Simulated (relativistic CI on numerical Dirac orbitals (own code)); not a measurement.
# d1 to d9 in one tetrahedral field

Computed with a parametric ligand-field model without spin-orbit coupling, by exact diagonalisation: B = 920, C = 3500, 10Dq = -6900 cm⁻¹ (Td; |10Dq|/B = 7.5) for every shell. Energies in cm⁻¹; the field energy is (0.6 n_e − 0.4 n_t2) × 10Dq of the ground term; g labels are left out.

| Shell | Ground term | Electrons in e | Field energy | First spin-allowed bands | Lowest term of other spin |
| --- | --- | --- | --- | --- | --- |
| d1 | 2E | 1.000 | -4140 | 2T2 6900 |  |
| d2 | 3A2 | 2.000 | -8280 | 3T2 6900, 3T1 11687 | 1E 13700 |
| d3 | 4T1 | 1.904 | -4860 | 4T2 5935, 4A2 12835 | 2E 10067 |
| d4 | 5T2 | 2.000 | -2760 | 5E 6900 | 3T1 12833 |
| d5 | ? | ? | ? | ? | ? |
| d6 | 5E | 3.000 | -4140 | 5T2 6900 | 3T1 13474 |
| d7 | 4A2 | 4.000 | -8280 | 4T2 6900, 4T1 11687 | 2E 16416 |
| d8 | 3T1 | 3.904 | -4860 | 3T2 5935, 3A2 12835 | 1T2 12935 |
| d9 | 2T2 | 4.000 | -2760 | 2E 6900 |  |

Q: Fill in the row of d5.

A: Ground term: 6A1; Electrons in e: 2.000; Field energy: 0; First spin-allowed bands: none; Lowest term of other spin: 4T1 22014. Every shell keeps the spin of the free ion. Tetrahedral fields of 3d complexes are almost always too weak to pair spins. High-spin d^(n+5) repeats the spin-allowed bands of d^n, since the half-filled shell is spherical.
